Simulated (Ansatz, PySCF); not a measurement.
Species: SiBr2, net charge 0, singlet state. 
Geometry from a B3LYP-D3(BJ)/def2-TZVP (Ansatz, an electronic-structure program) optimisation:
SMILES: Br[Si]Br
```xyz
3

Si     0.0168     0.0210     1.1850
Br     0.9530    -1.4915    -0.2242
Br    -0.9597     1.4831    -0.2498
```

Dipole moments at this geometry, in debye (magnitudes).

```json
[
 {"level": "BLYP/def2-TZVPD", "program": "Ansatz", "dipole (D)": "…"},
 {"level": "M06-L/def2-TZVPD", "program": "PySCF", "dipole (D)": "0.75"},
 {"level": "B3LYP/def2-TZVPD", "program": "PySCF", "dipole (D)": "1.05"},
 {"level": "PBE0/def2-TZVPD", "program": "Ansatz", "dipole (D)": "0.96"},
 {"level": "BHLYP/def2-TZVPD", "program": "Ansatz", "dipole (D)": "1.18"},
 {"level": "TPSSh/def2-TZVPD", "program": "PySCF", "dipole (D)": "0.88"},
 {"level": "MN15/def2-TZVPD", "program": "PySCF", "dipole (D)": "1.05"},
 {"level": "HSE06/def2-TZVPD", "program": "Ansatz", "dipole (D)": "0.96"},
 {"level": "wB97X-V/def2-TZVPD", "program": "Ansatz", "dipole (D)": "1.04"},
 {"level": "CCSD(T)/def2-SVPD", "program": "Ansatz", "dipole (D)": "…"}
]
```

Task: Complete the blanks.

Result: 
- BLYP/def2-TZVPD, dipole (D): 0.94
- CCSD(T)/def2-SVPD, dipole (D): 1.00
